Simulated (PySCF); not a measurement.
PySCF job for TaOF2, SMILES [O]=[Ta+]([F])[F], charge +1, multiplicity 1, IEF-PCM-B3LYP/def2-SVP. Geometry optimised at r2SCAN-D4/def2-TZVP. The multiplicity is an assumed one; other spin states were not compared. The isomer is the one that the SMILES or the coordinates give; other isomers of the formula were not compared. The def2 effective core potentials stand for the cores of Ta; spin–orbit coupling is left out.

```python
import numpy as np
from pyscf import gto, scf, dft
from pyscf.solvent import pcm

mol = gto.M(
    atom='''
    Ta   -0.18395514   -0.03591987    0.00000000
    O     0.61457415   -1.51961144   -0.00000002
    F     0.47289621    0.82105788    1.46591729
    F     0.47289621    0.82105792   -1.46591728
    ''',
    basis='def2-SVP',
    ecp={'Ta': 'def2-svp'},
    charge=1,
    spin=0,
    max_memory=1600,
    verbose=3,
)
mf = dft.RKS(mol, xc='b3lyp').density_fit(auxbasis='def2-universal-jkfit')
mf.grids.level = 3
mf.conv_tol = 1e-9
mf.max_cycle = 100
mf.kernel()
res = {}
for name, eps in {'water': 78.355, 'diethylether': 4.24, 'chlorobenzene': 5.6968}.items():
    s = mf.PCM()
    s.with_solvent.method, s.with_solvent.eps, s.with_solvent.lebedev_order = 'IEF-PCM', eps, 29
    s.kernel(mf.make_rdm1())
    res[name] = (s.e_tot, eps, s.dip_moment(), s.mo_energy, s.converged)
    print(f'{name}: electrostatic solvation free energy {(s.e_tot - mf.e_tot) * 627.509474:.3f} kcal/mol')
```

Program output:

```
converged SCF energy = -331.565319968687

WARN: PCM is an experimental feature. It is still in testing.
Features and APIs may be changed in the future.

converged SCF energy = -331.70360564755

WARN: System has nonzero charge 1; the dipole moment is origin-dependent.
Location of origin: [0. 0. 0.]

Dipole moment(X, Y, Z, Debye): -6.23764,  0.62694,  0.00000
water: electrostatic solvation free energy -86.776 kcal/mol

WARN: PCM is an experimental feature. It is still in testing.
Features and APIs may be changed in the future.

converged SCF energy = -331.66849080649

WARN: System has nonzero charge 1; the dipole moment is origin-dependent.
Location of origin: [0. 0. 0.]

Dipole moment(X, Y, Z, Debye): -5.91114,  0.49986,  0.00000
diethylether: electrostatic solvation free energy -64.741 kcal/mol

WARN: PCM is an experimental feature. It is still in testing.
Features and APIs may be changed in the future.

converged SCF energy = -331.677663883346

WARN: System has nonzero charge 1; the dipole moment is origin-dependent.
Location of origin: [0. 0. 0.]

Dipole moment(X, Y, Z, Debye): -5.99075,  0.53000,  0.00000
chlorobenzene: electrostatic solvation free energy -70.497 kcal/mol
```

The calculation finished and met its thresholds.

Cost: about 29 core-seconds (a rough figure).
